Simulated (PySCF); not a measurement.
BiCl$_{3}$, singlet, at a GFN2-xTB geometry (such geometries of metal compounds can be far from the true shape) (core potentials on Bi).

PySCF was given this input:
```python
from pyscf import gto, scf, dft

mol = gto.M(
    atom='''
Bi   -0.00428098   -0.00067467    0.50283800
Cl   -1.83162453   -0.99302219   -0.83533113
Cl    0.06534181    2.09049123   -0.81504384
Cl    1.78718399   -1.09417508   -0.80465760
''',
    basis='def2-svp',
    ecp={'Bi': 'def2-svp'},
    verbose=3,
)

mf = dft.RKS(mol)
mf.xc = 'b3lyp'
mf.kernel()
mf.analyze()
```

Question: What does this run give for the HOMO energy, dipole moment, HOMO-LUMO gap, total energy, nuclear repulsion energy?

Answer: 
| Property | Result |
|---|---|
| HOMO energy | -8.28 eV |
| dipole moment | 4.55 D |
| HOMO-LUMO gap | 5.89 eV |
| total energy | -1595.0295 Eh |
| nuclear repulsion energy | 377.7503 Eh |
